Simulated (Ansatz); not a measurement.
Geometry optimisation, RKS PBE-D4/def2-SVP in Ansatz.

input.yaml

```yaml
crystal:
  periodic: [false, false, false]
  atoms:
    - { symbol: Ge, position_ang: [0.03654, -0.141481, -0.946261] }
    - { symbol: F, position_ang: [1.316479, -0.066285, 1.623821] }
    - { symbol: H, position_ang: [1.955715, 0.188309, 0.994869] }
    - { symbol: O, position_ang: [-0.939241, 1.37798, -0.779464] }
    - { symbol: H, position_ang: [-1.827797, 1.200825, -0.417423] }
    - { symbol: H, position_ang: [-1.120896, -1.166247, -0.429443] }
basis:
  gaussian: { orbitals: def2-SVP }
hamiltonian:
  xc: pbe
  dispersion: d4
relax:
  f_tol: 0.03
  max_steps: 50
```

Command:

```bash
$ ansatz run input.yaml --threads 1 --pin off --max-ram 2048MiB --backend cpu --events-out ev --progress --plain --runs-dir out
```

Q: Where does it end, and by what steps?

A: The run converged. The force dipped under the threshold on the way, but the program's further checks kept it going. After 14 steps the energy has fallen by 0.056 eV; F2 moved furthest, 0.34 Å.

```
step  energy less start (eV)  largest force component (eV/Å)  accepted
   0                  0.0000                           0.354       yes
   1                 -0.0397                           0.639       yes
   2                 -0.0476                           0.312       yes
   3                 -0.0504                           0.193       yes
   4                 -0.0526                           0.253       yes
   5                 -0.0542                           0.213       yes
   6                 -0.0550                           0.046       yes
   7                 -0.0556                           0.022       yes
   8                 -0.0555                           0.161        no
   9                 -0.0559                           0.032       yes
  10                 -0.0557                           0.178        no
  11                 -0.0560                           0.020       yes
  12                 -0.0562                           0.081       yes
  13                 -0.0563                           0.045       yes
  14                 -0.0564                           0.003       yes
```

```xyz
6
Properties=species:S:1:pos:R:3
Ge 0.099 -0.170 -0.914
F 1.089 -0.098 1.379
H 1.860 0.270 0.985
O -0.859 1.366 -0.741
H -1.728 1.208 -0.324
H -1.041 -1.182 -0.339
```

Whether the end is a true minimum wasn't checked by a vibrational analysis.

The run took 24 s on 1 thread of Arm Neoverse V2, with other jobs on the host, peak memory 0.14 GiB.
